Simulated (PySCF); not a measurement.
C$_{7}$H$_{8}$, charge +1, doublet, at a GFN2-xTB geometry (a state made from the parent by changing its charge; the spin is typed, not shown lowest); DF-HF/6-31G** (PySCF).

PySCF was given this input:
```python
from pyscf import gto, scf

mol = gto.Mole()
mol.atom = '''
    C     1.17486600   -0.47772752    0.64346424
    C     0.78808183    0.81384632    0.85974479
    C    -0.27270495    1.14091680   -0.16480281
    C    -1.32582170    0.24940099    0.45008430
    C    -0.93903754   -1.04217285    0.23380375
    C     0.36763190   -0.99733600   -0.52286403
    C     0.18725884    0.28323646   -1.35653456
    H     1.88225086   -1.06032231    1.20773834
    H     1.12040016    1.48369710    1.63374723
    H    -0.52038085    2.18306297   -0.32266910
    H    -2.18604264    0.60082512    0.99298053
    H    -1.42419194   -1.94319429    0.56697164
    H     0.70397232   -1.90537355   -1.00729843
    H    -0.57381316    0.18453533   -2.12817486
    H     1.11615896    0.63578433   -1.80066947
'''
mol.basis = '6-31g**'
mol.charge = 1
mol.spin = 1
mol.verbose = 4
mol.build()

mf = scf.UHF(mol)
mf = mf.density_fit(auxbasis='def2-universal-jkfit')
mf.kernel()
```

What the program printed (banner, timings and long lists left out):

```
PySCF version 2.14.0

[INPUT] verbose = 4
[INPUT] num. atoms = 15
[INPUT] num. electrons = 49
[INPUT] charge = 1
[INPUT] spin (= nelec alpha-beta = 2S) = 1
[INPUT] symmetry False subgroup None
[INPUT] Mole.unit = angstrom
[INPUT] Symbol           X                Y                Z      unit          X                Y                Z       unit  Magmom
[INPUT]  1 C      1.174866000000  -0.477727520000   0.643464240000 AA    2.220174973063  -0.902774174968   1.215971184551 Bohr   0.0
[INPUT]  2 C      0.788081830000   0.813846320000   0.859744790000 AA    1.489258822446   1.537946652285   1.624682190122 Bohr   0.0
[INPUT]  3 C     -0.272704950000   1.140916800000  -0.164802810000 AA   -0.515337668313   2.156020282915  -0.311432175459 Bohr   0.0
[INPUT]  4 C     -1.325821700000   0.249400990000   0.450084300000 AA   -2.505439903005   0.471299566295   0.850536059967 Bohr   0.0
[INPUT]  5 C     -0.939037540000  -1.042172850000   0.233803750000 AA   -1.774523771285  -1.969421260957   0.441825054396 Bohr   0.0
[INPUT]  6 C      0.367631900000  -0.997336000000  -0.522864030000 AA    0.694723605653  -1.884691894169  -0.988069817086 Bohr   0.0
[INPUT]  7 C      0.187258840000   0.283236460000  -1.356534560000 AA    0.353867922004   0.535239337891  -2.563478796907 Bohr   0.0
[INPUT]  8 H      1.882250860000  -1.060322310000   1.207738340000 AA    3.556938623127  -2.003718769666   2.282294692737 Bohr   0.0
[INPUT]  9 H      1.120400160000   1.483697100000   1.633747230000 AA    2.117249452319   2.803781170811   3.087334821467 Bohr   0.0
[INPUT] 10 H     -0.520380850000   2.183062970000  -0.322669100000 AA   -0.983377286968   4.125391125980  -0.609756227860 Bohr   0.0
[INPUT] 11 H     -2.186042640000   0.600825120000   0.992980530000 AA   -4.131021886221   1.135394925559   1.876461248725 Bohr   0.0
[INPUT] 12 H     -1.424191940000  -1.943194290000   0.566971640000 AA   -2.691332715413  -3.672105014919   1.071421119995 Bohr   0.0
[INPUT] 13 H      0.703972320000  -1.905373550000  -1.007298430000 AA    1.330314884075  -3.600634174490  -1.903518158404 Bohr   0.0
[INPUT] 14 H     -0.573813160000   0.184535330000  -2.128174860000 AA   -1.084349719071   0.348721234006  -4.021667630585 Bohr   0.0
[INPUT] 15 H      1.116158960000   0.635784330000  -1.800669470000 AA    2.109234745879   1.201458257990  -3.402772139166 Bohr   0.0

nuclear repulsion = 291.705285253146
number of shells = 66
number of NR pGTOs = 245
number of NR cGTOs = 138
basis = 6-31g**
ecp = {}

******** <class 'pyscf.df.df_jk.DFUHF'> ********
method = DFUHF
initial guess = minao
damping factor = 0
level_shift factor = 0
DIIS = <class 'pyscf.scf.diis.CDIIS'>
diis_start_cycle = 1
diis_space = 8
diis_damp = 0
SCF conv_tol = 1e-09
SCF conv_tol_grad = None
SCF max_cycles = 50
direct_scf = False
number electrons alpha = 25  beta = 24
Set gradient conv threshold to 3.16228e-05
******** <class 'pyscf.df.df.DF'> ********
auxbasis = def2-universal-jkfit
init E= -271.859118448419

cycle= 1 E= -269.282811298521  delta_E= 2.58  |g|= 0.408  |ddm|= 2.49
cycle= 2 E= -269.391914093876  delta_E= -0.109  |g|= 0.167  |ddm|= 0.779
cycle= 3 E= -269.406031351696  delta_E= -0.0141  |g|= 0.0509  |ddm|=  0.2
cycle= 4 E= -269.407894320716  delta_E= -0.00186  |g|= 0.00798  |ddm|= 0.0963
cycle= 5 E= -269.407965024741  delta_E= -7.07e-05  |g|= 0.00333  |ddm|= 0.0136
cycle= 6 E= -269.407980731934  delta_E= -1.57e-05  |g|= 0.00158  |ddm|= 0.0058
cycle= 7 E= -269.407984966895  delta_E= -4.23e-06  |g|= 0.000583  |ddm|= 0.00357
cycle= 8 E= -269.407985679236  delta_E= -7.12e-07  |g|= 0.000199  |ddm|= 0.00162
cycle= 9 E= -269.407985745973  delta_E= -6.67e-08  |g|= 8.86e-05  |ddm|= 0.000457
cycle= 10 E= -269.407985758605  delta_E= -1.26e-08  |g|= 3.24e-05  |ddm|= 0.000207
cycle= 11 E= -269.4079857606  delta_E= -2e-09  |g|= 1.31e-05  |ddm|= 8.62e-05
cycle= 12 E= -269.407985760977  delta_E= -3.77e-10  |g|= 5.25e-06  |ddm|= 4.19e-05
Extra cycle  E= -269.40798576101  delta_E= -3.26e-11  |g|= 3.48e-06  |ddm|= 8.11e-06
converged SCF energy = -269.40798576101  <S^2> = 0.76036053  2S+1 = 2.0103338
```
